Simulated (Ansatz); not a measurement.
```yaml
crystal:
  periodic: [false, false, false]
  atoms:
    - {symbol: B, position_ang: [-0.944374, 1.856307, 0.240688]}
    - {symbol: O, position_ang: [0.063081, 1.257610, 0.770914]}
    - {symbol: Si, position_ang: [-0.069111, -0.632525, 0.321139]}
    - {symbol: C, position_ang: [1.054127, -1.408467, -0.945199]}
    - {symbol: H, position_ang: [-2.190318, 1.758840, 0.174774]}
    - {symbol: H, position_ang: [-0.287466, 3.231782, 0.707368]}
    - {symbol: H, position_ang: [0.406688, -1.156561, 1.582084]}
    - {symbol: H, position_ang: [-1.457825, -1.006680, 0.399420]}
    - {symbol: H, position_ang: [1.128322, -2.299712, -0.973267]}
    - {symbol: H, position_ang: [1.723065, -1.017597, -0.536286]}
    - {symbol: H, position_ang: [1.723065, -1.067597, -0.836286]}
basis:
  gaussian: {orbitals: cc-pVTZ-DK}
total_charge: 1
magnetization: {spin_polarized: true, initial_magnetization: 1}
hamiltonian: {xc: {name: RPBE}}
```

```sh
$ ansatz run in.yaml --threads 2 --pin off --events-out ev --progress --plain --max-ram 4352MiB
```

Shortened log:

```
Functional definition: RPBE
1234 factors; their error is unknown
mean field evaluation 1: about -11711.1467 eV, gradient 8.3e1 eV
mean field evaluation 2: about -11589.6051 eV, gradient 1.5e2 eV
mean field evaluation 4: about -11735.6995 eV, gradient 2.2e1 eV
mean field evaluation 8: about -11737.4783 eV, gradient 7.1e0 eV
mean field evaluation 16: about -11737.9573 eV, gradient 1.5e-1 eV
mean field evaluation 32: about -11737.5819 eV, gradient 9.3e-2 eV
mean field -11737.95754783 eV, -431.3619836094 hartree, gradient 1.6e-5 eV, S^2 0.757821; 1 other end points of the search recorded, 0 dependent functions left out
reference -11737.95759363 eV, -431.3619852926 hartree; 20, 19 occupied and 202, 203 virtual orbitals, 1234 factors
Total energy: -11737.95759363 eV, -431.3619852926 hartree
Relativity: scalar
```

In this input one atom was put on top of another. The run converged. The result belongs to that input, not to the molecule as meant.
